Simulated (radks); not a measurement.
All-electron atom: the vanadium ion V3+ in [Ne] 3s1 3p6 3d2 4s1 (not the ground configuration). Calculated with a radial shooting solver on a logarithmic mesh with Libxc functionals: scalar-relativistic Kohn-Sham, LDA (Slater exchange, VWN5 correlation), spin-polarised, spherical densities, point nucleus; open shells are filled with parallel spins first.

Unscreened Slater integrals over Kohn-Sham orbitals (hartree). They are taken over the spin-up orbitals.

\begin{tabular}{lr}
integral & value \\ \hline
F0(4s,4s) & 0.37754 \\
F0(4s,3d) & 0.46755 \\
G2(4s,3d) & 0.057479 \\
F0(4s,3p) & 0.47510 \\
G1(4s,3p) & 0.039739 \\
F0(4s,3s) & 0.47789 \\
G0(4s,3s) & 0.028808 \\
F0(3d,3d) & 0.84246 \\
F2(3d,3d) & 0.40341 \\
F4(3d,3d) & 0.25383 \\
F0(3d,3p) & 0.88200 \\
F2(3d,3p) & 0.42699 \\
G1(3d,3p) & 0.52734 \\
G3(3d,3p) & 0.32362 \\
F0(3d,3s) & 0.90133 \\
G2(3d,3s) & 0.40565 \\
F0(3p,3p) & 0.93214 \\
F2(3p,3p) & 0.46937 \\
F0(3p,3s) & 0.95295 \\
G1(3p,3s) & 0.63367 \\
F0(3s,3s) & 0.97577 \\
\end{tabular}

Derived for the open shells (J is the average intra-shell exchange parameter used in DFT+U). 3d: Racah B = F2/49 - 5 F4/441 = 0.005355 hartree, C = 35 F4/441 = 0.02014 hartree, C/B = 3.76, F4/F2 = 0.629, J = (F2 + F4)/14 = 0.04695 hartree.
